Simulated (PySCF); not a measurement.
Planning a shielding job on `CC[N@+]1(C)[AlH2-][CH2]C[C@H]1C`.

Method: GIAO PBE0/pcSseg-1 NMR shielding, non-relativistic, gas phase (PySCF 2.14.0, density-fitted response routines). Geometry: GFN2-xTB. Work: shieldings, ring-centre shieldings, charges and field gradients, density and orbital grids written, density fitting. A driver script takes a list of jobs; this job's settings line and coordinates (Å) are shown.

Command:
```bash
OMP_NUM_THREADS=1 python probes_run.py task.json out
```

Input:
```
{"job": {"kind": "nmr", "xc": "PBE0", "basis": "pcSseg-1"}, "charge": 0, "multiplicity": 1}
C      2.775530    -0.088503     0.176768
C      1.425441    -0.279037     0.849905
N      0.318188    -0.144706    -0.097196
C      0.361331    -1.203589    -1.095280
Al     0.426471     1.710326    -1.041055
C     -1.590089     1.752456    -1.036660
C     -2.061449     0.456362    -0.351869
C     -0.979259    -0.060007     0.604436
C     -1.420812    -1.354940     1.284897
H      2.739595     0.814617    -0.434483
H      3.038785    -0.934544    -0.452115
H      3.548546     0.028196     0.932321
H      1.395503    -1.253705     1.356070
H      1.301462     0.507082     1.600038
H     -0.544745    -1.177248    -1.694583
H      1.198819    -1.018810    -1.766573
H      0.471135    -2.192852    -0.641439
H      1.088262     2.578686     0.087541
H      1.286330     1.392981    -2.307778
H     -1.885854     2.598971    -0.391966
H     -2.171240     1.896663    -1.955475
H     -2.976656     0.612408     0.227377
H     -2.290514    -0.308306    -1.097403
H     -0.836764     0.716414     1.367759
H     -2.323294    -1.163844     1.860487
H     -0.665218    -1.734186     1.968820
H     -1.649397    -2.124460     0.550767
```

Hardware: one thread of an Arm Neoverse V1, no GPU, on a shared host. PySCF's memory limit was set to 1040 MB.

The basis has 250 functions.

Question: Which is nearest to the wall time?
A. 9.8 s
B. 79 s
C. 79 min
D. 11 min

Answer: B. The run took 79 s. The SCF took 13 cycles.

Question: How much memory does it need at the peak?

Answer: About 1.1 GiB. Peak memory is the resident size of the whole Python process, interpreter and libraries included.

Question: At this speed, how long would 20000 such jobs take on 16 cores, one job a core?

Answer: 20000/16 gives 1250 rounds of 79 s, about 27 h of wall time and 440 core-hours, if the jobs don't slow each other.

The SCF part of the output:
```
coarse grid: 21448 points
cycle   1  E = -574.0696562078  dE =  7.891e-01  |g| = 5.129e-01  |ddm| = 4.413e+00
cycle   2  E = -574.0575535118  dE =  1.210e-02  |g| = 5.693e-01  |ddm| = 1.070e+00
cycle   3  E = -574.1414225563  dE = -8.387e-02  |g| = 5.710e-02  |ddm| = 5.839e-01
cycle   4  E = -574.1421133073  dE = -6.908e-04  |g| = 2.590e-02  |ddm| = 7.853e-02
cycle   5  E = -574.1422711869  dE = -1.579e-04  |g| = 5.843e-03  |ddm| = 2.737e-02
cycle   6  E = -574.1422787827  dE = -7.596e-06  |g| = 1.858e-03  |ddm| = 7.397e-03
final grid: 198040 points
cycle   7  E = -574.1962016602  dE = -8.605e-05  |g| = 1.140e-02  |ddm| = 5.125e-02
cycle   8  E = -574.1961846222  dE =  1.704e-05  |g| = 1.402e-02  |ddm| = 2.398e-02
cycle   9  E = -574.1962351222  dE = -5.050e-05  |g| = 1.444e-03  |ddm| = 1.427e-02
cycle  10  E = -574.1962355355  dE = -4.133e-07  |g| = 3.709e-04  |ddm| = 1.396e-03
cycle  11  E = -574.1962355625  dE = -2.694e-08  |g| = 6.953e-05  |ddm| = 3.118e-04
cycle  12  E = -574.1962355633  dE = -8.381e-10  |g| = 3.210e-05  |ddm| = 8.744e-05
cycle  13  E = -574.1962355636  dE = -2.512e-10  |g| = 3.653e-06  |ddm| = 3.296e-05
converged SCF energy = -574.1962355636
```

On the final grid dE counts from the start density on that grid.

The host was shared with other jobs, so the times are rough.
